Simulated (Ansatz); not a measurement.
Isomers of B5Cl3 (singlet), relaxed with B3LYP-D4/def2-SVP; total energies from Ansatz at ωB97X-V/def2-TZVP.

```csv
isomer,description,energy (Eh)
A,point group Cs; 6 × B–B 1.52 to 1.71 Å; 3 × B–Cl 1.69 to 1.75 Å,-1504.70870
B,point group not assigned; 6 × B–B 1.52 to 1.89 Å; 3 × B–Cl 1.69 to 1.79 Å,-1504.69016
C,point group C2v; 7 × B–B 1.52 to 1.94 Å; 3 × B–Cl 1.70 to 1.80 Å,-1504.69087
```

The isomers come from a short search, and lower ones may exist.

Work out the relative energies (1 Eh = 2625.5 kJ/mol) and the Boltzmann populations at 800 K from electronic energies alone (R = 8.314 J/mol/K).

ΔE: A 0.0, B 48.7, C 46.8 kJ/mol. RT = 6.65 kJ/mol. Factors exp(−ΔE/RT): A 1, B 0.00066, C 0.000878; sum 1.002. Populations: A 99.8 %, B 0.1 %, C 0.1 %. Zero-point energy, vibrational entropy and symmetry numbers are left out and can shift these; an error of 4 kJ/mol changes a ratio by a factor of 1.8. Over the other density-functional and correlated levels in def2 sets, the gap between A and C ranges from 49 to 55 kJ/mol.
